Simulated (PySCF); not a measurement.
**Spinor energies of Ga(13+) (gallium, charge +13)**

Start: [Ar]. Calculated with PySCF 2.14 in an uncontracted even-tempered set (19 s from 0.32 bohr⁻², ratio 2.6; 14 p from 0.41 bohr⁻², ratio 2.6; 6 d from 0.42 bohr⁻², ratio 2.8; 3 f from 12 bohr⁻², ratio 2.8): generalised Hartree-Fock with the X2C-1e Hamiltonian and a Gaussian nucleus; spin-orbit coupling (SO) screened by Boettger's factors.

```json
{"spinor shell": "1s1/2", "electrons": "2", "ε, screened SO (eV)": "-10858.4", "weight of nominal j (screened SO)": "1.000", "rms radius, screened SO (bohr)": "0.0561"}
{"spinor shell": "2s1/2", "electrons": "2", "ε, screened SO (eV)": "-1763.7", "weight of nominal j (screened SO)": "1.000", "rms radius, screened SO (bohr)": "0.234"}
{"spinor shell": "2p1/2", "electrons": "2", "ε, screened SO (eV)": "-1604.5", "weight of nominal j (screened SO)": "1.000", "rms radius, screened SO (bohr)": "0.207"}
{"spinor shell": "2p3/2", "electrons": "4", "ε, screened SO (eV)": "-1576.1", "weight of nominal j (screened SO)": "1.000", "rms radius, screened SO (bohr)": "0.210"}
{"spinor shell": "3s1/2", "electrons": "2", "ε, screened SO (eV)": "-534.58", "weight of nominal j (screened SO)": "1.000", "rms radius, screened SO (bohr)": "0.618"}
{"spinor shell": "3p1/2", "electrons": "2", "ε, screened SO (eV)": "-476.54", "weight of nominal j (screened SO)": "1.000", "rms radius, screened SO (bohr)": "0.617"}
{"spinor shell": "3p3/2", "electrons": "4", "ε, screened SO (eV)": "-471.24", "weight of nominal j (screened SO)": "1.000", "rms radius, screened SO (bohr)": "0.624"}
```

```tsv
quantity	screened SO
E (hartree)	-1867.78728
M_J	0
⟨J²⟩	0.000
⟨L²⟩	0.001
⟨S²⟩	0.001
```
